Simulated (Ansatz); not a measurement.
Reaction (atomization): `O=CS[SiH3]` → C• + 4 H• + O• + S• + Si•

Computed with Ansatz on PBE0-D4/def2-TZVP structures; ΔE is electronic, products minus reactants. CCSD(T)/CBS is the MP2 limit (def2-TZVPP, def2-QZVPP) plus CCSD(T) − MP2 in def2-TZVPP, frozen cores. This one scheme is used for every species, atoms too. DFT in def2-TZVPP. B3LYP here is the variant with VWN-RPA as its local correlation; programs differ in this. HSE06 is defined as in plane-wave codes. No spin–orbit coupling; open shells (•) take unrestricted orbitals. Spin–orbit coupling would lower the free atoms: a little for C, O, S, Si. Each species was taken in one conformer, which may not be the lowest.

| level | ΔE (kJ/mol) | difference from CCSD(T)/CBS |
| --- | --- | --- |
| LDA (SPW92) | 3239.7 | 438.4 |
| PBE-D4 | 2871.7 | 70.4 |
| revPBE-D4 | 2804.9 | 3.6 |
| BLYP-D4 | 2812.6 | 11.3 |
| r2SCAN-D4 | 2821.8 | 20.5 |
| B97M-V | 2824.2 | 22.9 |
| PBE0-D4 | 2797.5 | -3.8 |
| B3LYP-D4 | 2798.2 | -3.1 |
| r2SCANh-D4 | 2794.0 | -7.3 |
| r2SCAN0-D4 | 2754.5 | -46.8 |
| HSE06-D4 | 2800.0 | -1.3 |
| BHLYP-D4 | 2693.4 | -107.9 |
| CAM-B3LYP-D4 | 2799.2 | -2.1 |
| ωB97X-V | 2819.7 | 18.4 |
| ωB97M-V | 2815.0 | 13.7 |
| B2PLYP | 2766.3 | -35.0 |
| PBE-QIDH | 2769.4 | -31.9 |
| PBE | 2853.7 | 52.4 |
| revPBE | 2751.4 | -49.9 |
| BLYP | 2772.7 | -28.6 |
| r2SCAN | 2817.7 | 16.4 |
| PBE0 | 2782.4 | -18.9 |
| B3LYP | 2768.9 | -32.4 |
| r2SCANh | 2789.6 | -11.7 |
| r2SCAN0 | 2749.6 | -51.7 |
| BHLYP | 2670.2 | -131.1 |
| CAM-B3LYP | 2783.9 | -17.4 |
| LC-ωPBE | 2769.7 | -31.6 |
| HF/def2-SVP | 1952.9 | -848.4 |
| MP2/def2-SVP | 2652.6 | -148.7 |
| CCSD/def2-SVP | 2574.6 | -226.7 |
| CCSD(T)/def2-SVP | 2615.9 | -185.4 |
| MP2/def2-TZVPP | 2770.1 | -31.2 |
| SCS-MP2/def2-TZVPP | 2757.6 | -43.7 |
| CCSD/def2-TZVPP | 2659.8 | -141.5 |
| CCSD(T)/def2-TZVPP | 2716.2 | -85.1 |
| HF/def2-QZVPP | 1962.1 | -839.2 |
| MP2/def2-QZVPP | 2820.4 | 19.1 |
| SCS-MP2/def2-QZVPP | 2813.8 | 12.5 |
| HF/CBS(def2) | 1962.7 | -838.6 |
| CCSD(T)/CBS | 2801.3 | 0 |

Question: What do rigid-rotor, harmonic-oscillator terms from PBE0-D4/def2-TZVP frequencies (298.15 K, 1 bar) make of the CCSD(T)/CBS value? (An estimate is asked.)

Answer: Ansatz gave: ΔZPE = -120.5 kJ/mol, ΔH = +2712.9 kJ/mol, ΔS = 801 J/(mol·K), ΔG = +2474.0 kJ/mol. Open shells count their whole term as degenerate.

Largest T1 diagnostic among the species: 0.017.

The D4 term adds +29.3 kJ/mol with B3LYP and +15.1 kJ/mol with PBE0; it sums over pairs of atoms, weighted by their polarisabilities, and B3LYP, whose exchange is more repulsive, gets the larger term. At CCSD(T), def2-SVP lies −185.4 kJ/mol from the extrapolated value and def2-TZVPP −85.1 kJ/mol: correlation converges slowly with the basis, and small sets miss more of it in the bonded molecule than in its fragments.

For atomizations the MP2-based limit and the directly extrapolated one differ by several kJ/mol either way, and by 10 to 25 for some Ge, Se and Sn compounds, so smaller differences from it don't rank the levels.
